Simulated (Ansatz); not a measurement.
Frontier orbitals of `[CH3][AlH][CH](F)F`.

```xyz
10

C    -1.158    0.577    1.108
Al    0.239   -0.622    0.490
C     1.039   -0.285   -1.332
F     0.031   -0.312   -2.276
F     1.566    0.992   -1.357
H    -2.077    0.025    1.329
H    -1.394    1.350    0.375
H    -0.863    1.071    2.040
H     0.790   -1.850    1.333
H     1.827   -0.947   -1.709
```

Total charge 0; spin multiplicity 1. Geometry: relaxed with PBE0-D4/def2-TZVP. It is one conformer, not always the lowest. Basis def2-TZVPP, Ansatz 0.2.0.

```csv
functional,HOMO (eV),LUMO (eV)
B97M-V,-6.59,-2.19
```

Q: Give HOMO and LUMO (eV) with LDA (SPW92), PBE, revPBE, BLYP, r2SCAN, PBE0, B3LYP, r2SCANh, r2SCAN0, HSE06 (plane-wave form), BHLYP, CAM-B3LYP, LC-ωPBE, ωB97X-V, ωB97M-V, HF. (Best estimate.)

A: Ansatz gave: 
```csv
functional,HOMO,LUMO
LDA (SPW92),-6.33,-2.56
PBE,-6.19,-2.29
revPBE,-6.13,-2.16
BLYP,-6.14,-2.21
r2SCAN,-6.49,-1.98
PBE0,-7.68,-1.51
B3LYP,-7.50,-1.76
r2SCANh,-7.05,-1.72
r2SCAN0,-7.89,-1.34
HSE06 (plane-wave form),-7.28,-1.88
BHLYP,-9.14,-0.79
CAM-B3LYP,-9.16,-0.62
LC-ωPBE,-10.46,0.56
ωB97X-V,-10.12,0.40
ωB97M-V,-9.99,0.08
HF,-11.30,1.20
```

B3LYP here is the variant with VWN-RPA as its local correlation; programs differ in this. LC-ωPBE has ω = 0.4 bohr⁻¹. Positive LUMOs are unbound and depend on the basis.
